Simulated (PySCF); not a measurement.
**SMILES C(=O)/C1=C/CC/C=C\CC1, C9H12O**

Geometry:
```
atom   x (Å)   y (Å)   z (Å)
  O1   3.519   0.183   0.509
  C2   2.573   0.930   0.546
  C3   1.221   0.606   0.041
  C4   0.291   1.568   0.206
  C5  -1.159   1.595  -0.141
  C6  -1.843   0.268  -0.475
  C7  -1.833  -0.715   0.665
  C8  -0.857  -1.552   1.039
  C9   0.501  -1.790   0.453
 C10   1.054  -0.769  -0.544
 H11   2.668   1.959   0.983
 H12   0.656   2.499   0.664
 H13  -1.289   2.303  -0.983
 H14  -1.690   2.073   0.702
 H15  -1.403  -0.165  -1.383
 H16  -2.889   0.491  -0.735
 H17  -2.739  -0.720   1.282
 H18  -1.072  -2.178   1.914
 H19   0.507  -2.789  -0.022
 H20   1.219  -1.877   1.287
 H21   2.058  -1.108  -0.840
 H22   0.448  -0.741  -1.457
```

Level of theory: PySCF 2.14.0, quadratic response CAM-B3LYP/def2-SVPD first hyperpolarisability, Taylor convention, gas phase. Geometry: PBE0-D3(BJ)/def2-SVP.

Task: Give the tensor of the static β(0;0,0) in the axes of these coordinates.

Result: In au, Taylor convention; rows are the first index (the induced dipole):
```csv
,xx,yy,zz,xy,xz,yz
x,-155.7,+18.7,+11.1,-21.0,-49.1,-10.1
y,-21.0,-74.4,-13.5,+18.7,-10.1,-12.8
z,-49.1,-12.8,-10.0,-10.1,+11.1,-13.5
```
Norm of βᵢ = ⅓ Σⱼ (βᵢⱼⱼ + βⱼᵢⱼ + βⱼⱼᵢ): 181.4 au, hyper-Rayleigh value 80.4 au.
